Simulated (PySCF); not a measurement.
H9PSi3, charge +1, doublet, at a GFN2-xTB geometry (a state made from the parent by changing its charge; the spin is typed, not shown lowest); PySCF with PBE0/def2-SV(P).

Input for PySCF:
```python
from pyscf import gto, scf, dft

mol = gto.Mole()
mol.atom = '''
    Si   -0.762692    1.812644   -1.177528
    P     0.004714   -0.004974   -0.012937
    Si    2.253683   -0.347574    0.260665
    Si   -1.493826   -1.461282    0.925951
    H     0.466367    2.484487   -1.587333
    H    -1.564211    2.529736   -0.189294
    H    -1.534004    1.213400   -2.263577
    H     2.843568    0.481957   -0.785332
    H     2.395987   -1.788121    0.069580
    H     2.500460    0.112651    1.625155
    H    -0.719856   -2.691072    1.063207
    H    -2.574548   -1.505522   -0.054531
    H    -1.844775   -0.815942    2.188936
'''
mol.basis = 'def2-sv(p)'
mol.charge = 1
mol.spin = 1
mol.verbose = 5
mol.build()

mf = dft.UKS(mol)
mf.xc = 'pbe0'
mf.grids.prune = dft.gen_grid.treutler_prune
mf.kernel()
mf.analyze()
```

Task: Write the output that PySCF gives for this input, abridged.

Result: 
```
PySCF version 2.14.0

[INPUT] verbose = 5
[INPUT] max_memory = 4000
[INPUT] num. atoms = 13
[INPUT] num. electrons = 65
[INPUT] charge = 1
[INPUT] spin (= nelec alpha-beta = 2S) = 1
[INPUT] symmetry False subgroup None
[INPUT] Mole.unit = angstrom
[INPUT] Symbol           X                Y                Z      unit          X                Y                Z       unit  Magmom
[...]
[INPUT] ---------------- BASIS SET ----------------
[INPUT] l, kappa, [nprim/nctr], expnt,             c_1 c_2 ...
[INPUT] P
[...]
                                1203.681359       0.043007628959
                                273.44227031      0.19363986252
                                76.655541517      0.49651693399
                                23.516927435      0.44983262479
[...]
                                4.2770343323      -0.57649840368
                                1.6940256888      -0.54239583865
[...]
                                51.27415503       0.065409765745
                                15.921595892      0.24033730279
                                5.5069913481      0.46318321788
                                1.9537719426      0.37392563382
[...]
[INPUT] H
[...]
                                1.9622572         0.13796524
                                0.44453796        0.47831935
[...]
[INPUT] Si
[...]
                                1038.4346419      0.0099966546241
                                235.8758148       0.044910165101
                                66.069385169      0.1146363854
                                20.247945761      0.10280063858
[...]
                                3.6370788192      -0.43028836252
                                1.4002048599      -0.41382774969
[...]
                                41.907258846      0.043399431982
                                12.955294367      0.15632019351
                                4.4383267393      0.29419996982
                                1.5462247904      0.23536823814
[...]
nuclear repulsion = 328.591931045448
number of shells = 50
number of NR pGTOs = 180
number of NR cGTOs = 90
basis = def2-sv(p)
ecp = {}

******** <class 'pyscf.dft.uks.UKS'> ********
method = UKS
initial guess = minao
damping factor = 0
level_shift factor = 0
DIIS = <class 'pyscf.scf.diis.CDIIS'>
diis_start_cycle = 1
diis_space = 8
diis_damp = 0
SCF conv_tol = 1e-09
SCF conv_tol_grad = None
SCF max_cycles = 50
direct_scf = True
direct_scf_tol = 1e-13
number electrons alpha = 33  beta = 32
XC library pyscf.dft.libxc version 7.1.2
    S. Lehtola, C. Steigemann, M. J. T. Oliveira, and M. A. L. Marques,  SoftwareX 7, 1–5 (2018)
XC functionals = pbe0
    C. Adamo and V. Barone,  J. Chem. Phys. 110, 6158 (1999)
    M. Ernzerhof and G. E. Scuseria,  J. Chem. Phys. 110, 5029 (1999)
radial grids:
    Treutler-Ahlrichs [JCP 102, 346 (1995); DOI:10.1063/1.469408] (M4) radial grids

becke partition: Becke, JCP 88, 2547 (1988); DOI:10.1063/1.454033
pruning grids: <function treutler_prune>
grids dens level: 3
symmetrized grids: False
atomic radii adjust function: <function treutler_atomic_radii_adjust>
small_rho_cutoff = 0
Set gradient conv threshold to 3.16228e-05
atom Si rad-grids = 80, ang-grids = [ 14  14  14  14  14  14  14  14  14  14  14  14  14  14  14  14  14  14
  14  14  14  14  14  14  14  14  50  50  50  50  50  50  50  50  50  50
  50  50  50  50 434 434 434 434 434 434 434 434 434 434 434 434 434 434
 434 434 434 434 434 434 434 434 434 434 434 434 434 434 434 434 434 434
 434 434 434 434 434 434 434 434]
atom P rad-grids = 80, ang-grids = [ 14  14  14  14  14  14  14  14  14  14  14  14  14  14  14  14  14  14
  14  14  14  14  14  14  14  14  50  50  50  50  50  50  50  50  50  50
  50  50  50  50 434 434 434 434 434 434 434 434 434 434 434 434 434 434
 434 434 434 434 434 434 434 434 434 434 434 434 434 434 434 434 434 434
 434 434 434 434 434 434 434 434]
[...]
converged SCF energy = -1214.04568003296  <S^2> = 0.75575098  2S+1 = 2.0057427
Total Energy =                       -1214.045680032963446
[...]
spin_pop of  1 P 3px       0.02368
spin_pop of  1 P 3py       0.28045
spin_pop of  1 P 3pz       0.64227
spin_pop of  1 P 4px      -0.00015
spin_pop of  1 P 4py       0.00007
spin_pop of  1 P 4pz       0.00040
spin_pop of  1 P 3dxy     -0.00019
spin_pop of  1 P 3dyz     -0.00179
spin_pop of  1 P 3dz^2    -0.00083
spin_pop of  1 P 3dxz     -0.00003
spin_pop of  1 P 3dx2-y2   -0.00040
spin_pop of  2 Si 1s        0.00000
spin_pop of  2 Si 2s        0.00000
spin_pop of  2 Si 3s       -0.00490
spin_pop of  2 Si 4s        0.00005
spin_pop of  2 Si 2px      -0.00000
spin_pop of  2 Si 2py      -0.00000
spin_pop of  2 Si 2pz      -0.00000
spin_pop of  2 Si 3px      -0.02102
spin_pop of  2 Si 3py      -0.00491
spin_pop of  2 Si 3pz      -0.00816
spin_pop of  2 Si 4px      -0.00049
spin_pop of  2 Si 4py       0.00012
spin_pop of  2 Si 4pz       0.00033
spin_pop of  2 Si 3dxy      0.00036
spin_pop of  2 Si 3dyz      0.00003
spin_pop of  2 Si 3dz^2     0.00030
spin_pop of  2 Si 3dxz      0.00135
spin_pop of  2 Si 3dx2-y2   -0.00044
spin_pop of  3 Si 1s        0.00000
spin_pop of  3 Si 2s        0.00000
spin_pop of  3 Si 3s       -0.00472
spin_pop of  3 Si 4s        0.00004
spin_pop of  3 Si 2px      -0.00000
spin_pop of  3 Si 2py      -0.00000
spin_pop of  3 Si 2pz      -0.00000
spin_pop of  3 Si 3px      -0.01033
spin_pop of  3 Si 3py      -0.01224
spin_pop of  3 Si 3pz      -0.01045
spin_pop of  3 Si 4px      -0.00021
spin_pop of  3 Si 4py      -0.00007
spin_pop of  3 Si 4pz       0.00016
spin_pop of  3 Si 3dxy     -0.00028
spin_pop of  3 Si 3dyz     -0.00029
spin_pop of  3 Si 3dz^2     0.00100
spin_pop of  3 Si 3dxz      0.00098
spin_pop of  3 Si 3dx2-y2    0.00006
spin_pop of  4 H 1s       -0.00028
spin_pop of  4 H 2s       -0.00000
spin_pop of  5 H 1s        0.02254
spin_pop of  5 H 2s        0.00004
spin_pop of  6 H 1s        0.02186
spin_pop of  6 H 2s        0.00003
spin_pop of  7 H 1s        0.00268
spin_pop of  7 H 2s        0.00000
spin_pop of  8 H 1s        0.01266
spin_pop of  8 H 2s        0.00002
spin_pop of  9 H 1s        0.02961
spin_pop of  9 H 2s        0.00005
spin_pop of  10 H 1s        0.00410
spin_pop of  10 H 2s       -0.00000
spin_pop of  11 H 1s        0.01004
spin_pop of  11 H 2s        0.00001
spin_pop of  12 H 1s        0.02865
spin_pop of  12 H 2s        0.00004
 ** Mulliken Spin Density (per atom)  **
spin density of  0 Si =     -0.03698
spin density of  1 P =      0.97867
spin density of  2 Si =     -0.03739
spin density of  3 Si =     -0.03634
spin density of  4 H =     -0.00029
spin density of  5 H =      0.02258
spin density of  6 H =      0.02189
spin density of  7 H =      0.00268
spin density of  8 H =      0.01268
spin density of  9 H =      0.02966
spin density of  10 H =      0.00410
spin density of  11 H =      0.01005
spin density of  12 H =      0.02869
 ** Mulliken pop alpha/beta on meta-lowdin orthogonal AOs **
 ** Mulliken pop       alpha | beta **
In total            33.00000 | 32.00000
 ** Mulliken atomic charges   ( Nelec_alpha | Nelec_beta ) **
charge of  0Si =      0.44284  (     6.76009      6.79707 )
charge of  1P =     -0.03399  (     8.00633      7.02766 )
charge of  2Si =      0.44452  (     6.75904      6.79643 )
charge of  3Si =      0.43986  (     6.76190      6.79824 )
charge of  4H =     -0.03487  (     0.51729      0.51758 )
charge of  5H =     -0.03186  (     0.52722      0.50464 )
charge of  6H =     -0.03097  (     0.52643      0.50454 )
charge of  7H =     -0.03432  (     0.51850      0.51582 )
charge of  8H =     -0.03274  (     0.52271      0.51003 )
charge of  9H =     -0.03064  (     0.53015      0.50049 )
charge of  10H =     -0.03413  (     0.51911      0.51501 )
charge of  11H =     -0.03325  (     0.52165      0.51160 )
charge of  12H =     -0.03045  (     0.52957      0.50088 )

WARN: System has nonzero charge 1; the dipole moment is origin-dependent.
Location of origin: [0. 0. 0.]

Dipole moment(X, Y, Z, Debye): -0.00124,  0.01912,  0.02886
```
